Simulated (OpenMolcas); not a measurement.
Cr5+, Mo5+, W5+: d down the group

```json
{
 "Program": "OpenMolcas 26.06",
 "Method": "SS-CASPT2, IPEA 0.25 Eh, imaginary shift 0.1 Eh",
 "Basis": "ANO-R3",
 "Scalar Hamiltonian": "X2C, finite nucleus",
 "Spin-orbit coupling": "state interaction with AMFI integrals over the reference wave functions, term energies averaged over their components"
}
```

Active space for each ion: 1 electron in 5 orbitals (d); closed shells correlated by CASPT2: Cr5+ 3s 3p; Mo5+ 4s 4p; W5+ 5s 5p.

Computed levels in cm-1 above ²D_3/2:

```json
{"Level": "²D_5/2", "Cr5+": "905", "Mo5+": "2430", "W5+": "8740"}
{"Level": "weight of ²D in the lowest level (%)", "Cr5+": "100", "Mo5+": "100", "W5+": "100"}
```

Measured, with the error of the calculation in %. Measured levels: Cr5+ from Sugar and Corliss, J. Phys. Chem. Ref. Data 6, 317 (1977); Mo5+ from Sugar and Musgrove, J. Phys. Chem. Ref. Data 17, 155 (1988); W5+ from the list in J. Phys. B 45, 035002 (2012).

| Level | Cr5+ | Mo5+ | W5+ |
| --- | --- | --- | --- |
| ²D_5/2 | 940 (-3.8) | 2584 (-6.1) | 8709 (+0.3) |

The fine-structure level ²D_5/2 changes by a factor of 9.66 from Cr5+ to W5+.

CASPT2 breaks the degeneracy within a term, and the mean is taken; among the terms shown or strongly mixed into the levels shown the widest spread is 13 cm-1 (4d ²D, Mo5+). With one active electron, CASPT2 adds the correlation within the correlated inactive shells and between them and that electron, and leaves the splitting within a term as the reference gives it. Computed and measured levels are paired by configuration, term and J; levels that our copy of the source lacks, or whose pairing is in doubt (as where it misses far off the trend of its configuration), stay unpaired and out of the deviations. Levels of configurations outside the active space are missing.
